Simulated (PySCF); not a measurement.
Ligands exchanged one at a time, Ga NH2-H. Gas-phase values, no solvent. One relaxed conformer stands for each flexible species; it need not be the lowest. Strings in code marks are SMILES.

The HOMO–LUMO gap from two functionals at the same geometries (PBE0-D3(BJ)/def2-TZVP), both in PySCF: PBE-D3(BJ)/def2-TZVP and ωB97X-D3(BJ)/def2-TZVP. 

```json
[
 {"species": "0 of 3 NH2 replaced by H", "ωB97X-D3(BJ)/def2-TZVP (eV)": "11.36"},
 {"species": "1 of 3 NH2 replaced by H (`[NH2][GaH][NH2]`)", "ωB97X-D3(BJ)/def2-TZVP (eV)": "11.40"},
 {"species": "2 of 3 NH2 replaced by H (`[NH2][GaH2]`)", "ωB97X-D3(BJ)/def2-TZVP (eV)": "11.08"},
 {"species": "3 of 3 NH2 replaced by H (`[GaH3]`)", "ωB97X-D3(BJ)/def2-TZVP (eV)": "11.19"}
]
```

Task: What does PBE-D3(BJ)/def2-TZVP give for each?

Result: 
- 0 of 3 NH2 replaced by H: 4.64
- 1 of 3 NH2 replaced by H (`[NH2][GaH][NH2]`): 4.87
- 2 of 3 NH2 replaced by H (`[NH2][GaH2]`): 4.60
- 3 of 3 NH2 replaced by H (`[GaH3]`): 4.70
Over these rows, drawn at random from the members with no instability flagged (it was tested for open shells, ions and some series alone), PBE minus ωB97X-D3(BJ): mean -6.56 eV, from -6.72 eV to -6.48 eV.
